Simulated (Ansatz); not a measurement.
Molecule: ZrO$_{2}$, charge 0, multiplicity 1. 
Geometry from a B3LYP-D3(BJ)/def2-TZVP (Ansatz, a first-principles code) optimisation:
```
Zr
O 1 1.7761
O 1 1.7761 2 108.18
```

Total electronic energies in hartree. Correlated levels leave the core frozen unless marked. Spin-orbit coupling is left out. The frozen core is the preceding noble-gas configuration, with the filled d and f shells of earlier blocks. In def2 rows, elements after Kr have scalar-relativistic effective core potentials. STO-3G rows are all-electron and non-relativistic. Basis-set limits of correlation are two-point, X^-3; Hartree-Fock from the larger set. [CCSD(T)-MP2]/basis is that difference in the basis named.

The T1 diagnostic of CCSD in the largest basis is 0.031, which is high, so the coupled-cluster rows are less sure than usual.

| level | program | energy (Eh) |
|---|---|---|
| PBE0-D3(BJ)/def2-TZVPD | Ansatz + dftd3 | … |
| r2SCANh-D4/def2-TZVPD | Ansatz + dftd4 | -197.54052 |
| MP2/STO-3G | Ansatz | -3651.19521 |
| SCS-MP2/def2-SVPD | Ansatz | -196.65502 |
| SCS-MP2/def2-TZVPP | Ansatz | -196.94276 |
| CCSD(T)/def2-TZVPP | Ansatz | -196.96631 |
| RI-MP2/CBS(def2-TZVPPD,def2-QZVPPD)+[CCSD(T)-MP2]/def2-SVPD | Ansatz | -197.0449 |
| RI-MP2/CBS(def2-TZVPPD,def2-QZVPPD)+[CCSD(T)-MP2]/def2-QZVPPD | Ansatz | -197.0455 |
| CCSD(T)/CBS(def2-TZVPPD,def2-QZVPPD) | Ansatz | -197.0439 |

Problem. Fill in the missing entries.

Solution. 
- PBE0-D3(BJ)/def2-TZVPD, energy (Eh): -197.44168
